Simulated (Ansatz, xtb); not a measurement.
**Isomers of C2H6O2Sn in order of energy**

7 gas-phase structures of C2H6O2Sn, from a drawn sample of its isomers (lower ones may exist). Each was relaxed with GFN2-xTB; where two conformers were screened, the lower at r2SCAN-D4/def2-SVP is listed:

A. `CC[O][Sn][OH]`, a singlet
B. `COC[O][SnH]`, a singlet
C. `C[C@H](O)[O][SnH]`, a singlet
D. a singlet given by its coordinates
E. `OCC[O][SnH]`, a singlet
F. `C[O][Sn][O]C`, a singlet
G. a singlet given by its coordinates

G (Å):

```xyz
11

C    -0.4747   -0.6378   -1.1758
C    -0.4005   -1.2916    0.2090
O    -1.6145    0.2049   -1.2708
O    -1.6460   -1.7215    0.6375
Sn   -3.4226   -1.4494   -0.4750
H    -1.5153    0.8856   -0.5932
H    -0.6252   -1.4074   -1.9308
H     0.4331   -0.0658   -1.3888
H     0.2987   -2.1340    0.1570
H    -0.0084   -0.5636    0.9373
H    -3.0248   -2.4125   -2.0632
```

Close contacts (Å): C1–C2 1.53, C1–O3 1.42, C2–O4 1.39, O3–Sn5 2.58, O4–Sn5 2.11, C1–H7 1.09, C1–H8 1.09, C2–H9 1.10, C2–H10 1.10, O3–H6 0.97, Sn5–H11 1.90.

D (Å):

```csv
atom,x (Å),y (Å),z (Å)
C,0.5059,1.2014,-1.5313
C,0.0234,-0.3639,0.2025
O,0.9539,0.0958,-0.7834
O,0.6953,-1.2004,1.0258
Sn,2.7815,-0.7434,0.8661
H,0.2778,2.0481,-0.8774
H,1.3095,1.4713,-2.2123
H,-0.3886,0.9315,-2.1023
H,-0.8027,-0.8902,-0.3045
H,-0.3843,0.5116,0.7327
H,2.8004,1.0242,1.5949
```

Close contacts (Å): C1–O3 1.41, C2–O3 1.43, C2–O4 1.35, O3–Sn5 2.60, O4–Sn5 2.14, C1–H6 1.09, C1–H7 1.09, C1–H8 1.10, C2–H9 1.10, C2–H10 1.10, Sn5–H11 1.91.

Problem. Make a reasoned guess at their ranking by r2SCAN-D4/def2-SVP single-point energy.

Solution. Calculated order at r2SCAN-D4/def2-SVP: A (0.000), F (1.031), C (1.073), G (1.308), D (1.580), B (1.639), E (1.778) eV. Less than 1 kcal/mol parts F and C, so the order within that pair means little.

Energies above the lowest of each column, in eV; the last columns are at PBE0-D4/def2-SVP geometries and were run for some of them only (a dash: not run or not comparable):

```tsv
structure	GFN2-xTB	HF/STO-3G	r2SCAN-D4/def2-SVP	PBE0-D4/def2-SVP	CCSD(T)/def2-SVP + ΔMP2/def2-TZVPP
A	0.000	0.000	0.000	0.000	0.000
F	0.564	1.488	1.031	0.695	0.815
C	0.610	0.840	1.073	–	–
G	0.928	0.586	1.308	–	–
D	0.974	0.422	1.580	–	–
B	0.935	0.543	1.639	–	–
E	1.223	1.451	1.778	–	–
```

Every level run on A puts it lowest or level with the lowest. Flexible structures stand in one conformer each, not always the lowest. Frequencies (GFN2-xTB) were run for A, F alone. Atoms past krypton carry core potentials in the def2 sets, without spin–orbit terms. ΔMP2 is the change of the MP2 energy from the smaller to the larger basis.

Over these structures GFN2-xTB departs from r2SCAN-D4/def2-SVP by 0.151 eV on average once a common shift is removed. A GFN2-xTB relaxation took about 0.16 s and the r2SCAN-D4/def2-SVP energy about 2 s on a shared host (Ansatz 0.2.0, xtb 6.7.1).
